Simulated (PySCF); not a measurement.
How methods differ on the ionisation energy of Rh²⁵⁺

Rh²⁵⁺ [Ar] 3d2 [3d3/2^2, M_J = 2] → Rh²⁶⁺ [Ar] 3d1 [3d3/2^1, M_J = 3/2], as a difference of total energies. Calculation: PySCF 2.14, in an even-tempered Gaussian basis (16 s from 3.5 bohr⁻², ratio 2.8; 12 p from 4.5 bohr⁻², ratio 2.8; 8 d from 4.5 bohr⁻², ratio 2.8; 3 f from 14 bohr⁻², ratio 3); the two-component X2C-1e Hamiltonian. Correlated levels: [Ne] frozen; the 74 highest virtual spinors dropped. "Screened" scales the spin-orbit matrix elements by Boettger's factors to mimic the two-electron term; Breit and QED terms are absent.

| method | ionisation energy (eV) |
| --- | --- |
| GHF (spin-free) | 1272.2 |
| GMP2 (spin-free) | 1272.1 |
| GHF (screened spin-orbit) | 1274.3 |
| GMP2 (screened spin-orbit) | 1274.3 |

Breit and QED terms and the two-electron picture change are absent.

The spin-free rows relax to the high-spin LS determinant and lack the spin-orbit shift.

The labels give the starting determinants; with spin-orbit coupling the two ends relaxed to ⟨J²⟩ = 6.24, ⟨L²⟩ = 11.02, ⟨S²⟩ = 1.70 and ⟨J²⟩ = 3.75, ⟨L²⟩ = 6.01, ⟨S²⟩ = 0.76.

For comparison: 1274 ± 4 eV (theoretical estimate listed by NIST; NIST Atomic Spectra Database, ionization energies).
